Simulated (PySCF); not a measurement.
CH5ClO2Si. Atoms are numbered in the order given.

```xyz
10

C      1.9592    -0.2778     0.1140
Si     0.1923     0.0808    -0.2996
O     -0.4128    -0.8459    -1.5358
O      0.0931     1.6748    -0.7155
Cl    -1.0060    -0.3221     1.3709
H      2.5924    -0.1369    -0.7762
H      2.3138     0.4010     0.9046
H      2.0751    -1.3138     0.4665
H     -1.0239    -1.5513    -1.2949
H     -0.7452     1.9791    -1.0838
```

Geometry optimised at B3LYP-D3(BJ)/def2-SVP. Other conformers were not sampled.

These are B3LYP-D3(BJ)/def2-SVP run with PySCF values and carry that method's errors.

Frequencies are harmonic and unscaled.

```tsv
mode	ν (cm⁻¹)	IR (km/mol)	moving atoms (share of kinetic energy)
1	101	67.9	H 56 %, O 29 %, C 9 %
2	134	4.3	H 94 %
3	185	33.8	H 60 %, O 15 %, Cl 12 %, C 11 %
4	209	14.7	O 43 %, H 22 %, C 18 %, Cl 14 %
5	247	24.7	H 55 %, O 15 %, Si 12 %, C 10 %
6	266	29.1	H 32 %, O 32 %, Si 18 %, Cl 11 %
7	304	47.0	O 43 %, Cl 19 %, H 15 %, Si 15 %, C 9 %
8	358	50.4	O 45 %, H 40 %
9	501	85.9	Cl 39 %, Si 36 %, O 11 %
10	708	47.9	C 39 %, H 27 %, Si 22 %, O 11 %
11	763	77.7	H 71 %, O 18 %, C 10 %
12	778	48.3	H 64 %, O 23 %, C 13 %
13	818	147.9	H 72 %, O 16 %, C 10 %
14	842	266.7	H 59 %, O 15 %, Si 15 %, C 10 %
15	918	131.1	Si 38 %, H 31 %, O 28 %
16	971	161.5	Si 47 %, O 38 %, H 13 %
17	1285	34.4	H 76 %, C 23 %
18	1427	3.7	H 96 %
19	1429	2.8	H 96 %
20	3041	0.4	H 97 %
21	3136	2.4	H 91 %, C 9 %
22	3141	2.3	H 91 %, C 9 %
23	3872	98.7	H 94 %
24	3885	103.0	H 94 %
```
